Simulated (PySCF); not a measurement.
Cartesian coordinates in Å; atom numbers follow the order of the lines, from 1:
```xyz
15

F     2.257   -1.649   -0.221
C     1.786   -0.400   -0.045
F     2.683    0.422   -0.622
F     1.868   -0.158    1.278
C     0.398   -0.237   -0.577
C    -0.204    1.161   -0.313
C    -1.547    0.758    0.336
Si   -0.998   -1.071    0.458
Cl   -2.065   -2.448   -0.534
H     0.433   -0.492   -1.636
H    -0.318    1.752   -1.219
H     0.418    1.721    0.383
H    -1.754    1.289    1.261
H    -2.390    0.931   -0.329
H    -0.572   -1.569    1.757
```

No relativistic terms, single conformer, one averaged value for each set of equivalent atoms, no solvent. Geometry: GFN2-xTB; GIAO PBE0/pcSseg-1 shieldings; PySCF 2.14.0 with density-fitted response routines.

Referencing at the same level of theory: 13C, 1H, 29Si against TMS; 19F vs CFCl3; HCl for 35Cl.

```json
{"atoms": "C2", "nucleus": "13C", "count": "1", "Hirshfeld charge": "0.25", "δ (ppm)": "137.3"}
{"atoms": "H14", "nucleus": "1H", "count": "1", "Hirshfeld charge": "0.04", "δ (ppm)": "1.78"}
{"atoms": "H10", "nucleus": "1H", "count": "1", "Hirshfeld charge": "0.05", "δ (ppm)": "2.75"}
{"atoms": "C6", "nucleus": "13C", "count": "1", "Hirshfeld charge": "-0.07", "δ (ppm)": "?"}
{"atoms": "Si8", "nucleus": "29Si", "count": "1", "Hirshfeld charge": "0.37", "δ (ppm)": "10.8"}
{"atoms": "C5", "nucleus": "13C", "count": "1", "Hirshfeld charge": "-0.15", "δ (ppm)": "?"}
{"atoms": "F1/F3/F4", "nucleus": "19F", "count": "3", "Hirshfeld charge": "-0.10", "δ (ppm)": "?"}
{"atoms": "Cl9", "nucleus": "35Cl", "count": "1", "Hirshfeld charge": "-0.10", "δ (ppm)": "13"}
{"atoms": "C7", "nucleus": "13C", "count": "1", "Hirshfeld charge": "-0.16", "δ (ppm)": "21.2"}
{"atoms": "H15", "nucleus": "1H", "count": "1", "Hirshfeld charge": "-0.06", "δ (ppm)": "5.75"}
{"atoms": "H12", "nucleus": "1H", "count": "1", "Hirshfeld charge": "0.04", "δ (ppm)": "2.17"}
{"atoms": "H11", "nucleus": "1H", "count": "1", "Hirshfeld charge": "0.05", "δ (ppm)": "?"}
{"atoms": "H13", "nucleus": "1H", "count": "1", "Hirshfeld charge": "0.04", "δ (ppm)": "1.77"}
```

Q: Complete the table.

A: 
- C5: 45.8 ppm, sp3 CH bonded to Si
- C6: 17.8 ppm, sp3 CH2 in a ring; aliphatic region, no heteroatom directly attached
- H11: 2.34 ppm, hydrogen on an sp3 CH2 in a ring
- F1/F3/F4: -82.0 ppm, fluorine of a CF3 group

Shifts are as computed. Against solution values, carbons near 30 ppm lie about +3 ppm off and those near 130 ppm about +5 ppm. Of 1309 compounds with measured shifts, 239 miss one by over three times the rms of a fit or turn the order of signals round; such compounds aren't used in these exercises. Unscaled 19F shifts against computed CFCl3 carry errors that often reach 10 to 50 ppm.
